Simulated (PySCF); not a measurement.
In(Br)(OH)(NH2), SMILES [NH2][In]([OH])[Br], singlet at its PBE0/def2-SVP optimised geometry (Å):

```
7

In    -0.2255     0.2190     0.0000
Br    -1.4956    -1.9056     0.2448
O     -1.2784     1.9056     0.0000
H     -2.2248     1.7336     0.0710
N      1.7918     0.2190     0.0000
H      2.2248     1.0092    -0.4722
H      2.2228    -0.6417    -0.3281
```

Level of theory: PBE0/def2-TZVP, def2 effective core potentials past Kr (PySCF). The core electrons that the potentials of In replace are not part of the density.

Map of the log10 of the electron density (e/bohr³), floored at −4 on the plane z = 1.0 Å:

```
|000000000000000000000000000|
|000000000000000000000000000|
|000000000110000000000000000|
|000000012322100000000000000|
|000001234444320000000000000|
|000012345665431000000000000|
|000023456776532100000000000|
|000024567777543211211100000|
|000124567777654333333210000|
|000024566777655445554321000|
|000023456677666556665432000|
|000012345667777667776542100|
|000012345667887777877643100|
|000012345667887777877543100|
|000123456677776667776542100|
|001234567777766555665432000|
|001345678887665444444321000|
|001346789998764333332210000|
|002356899998764321111000000|
|002356899998754310000000000|
|001346789998654210000000000|
|001245678877643200000000000|
|000134566666542100000000000|
|000013345554321000000000000|
|000001233333210000000000000|
|000000111211100000000000000|
|000000000000000000000000000|
```
Scale: ten equal steps from -4.00 (start of '0') to -0.746 (end of '9'), in the order '0123456789'; x runs from -4.50 to 4.50, y from -4.50 (bottom) to 4.50 (top).
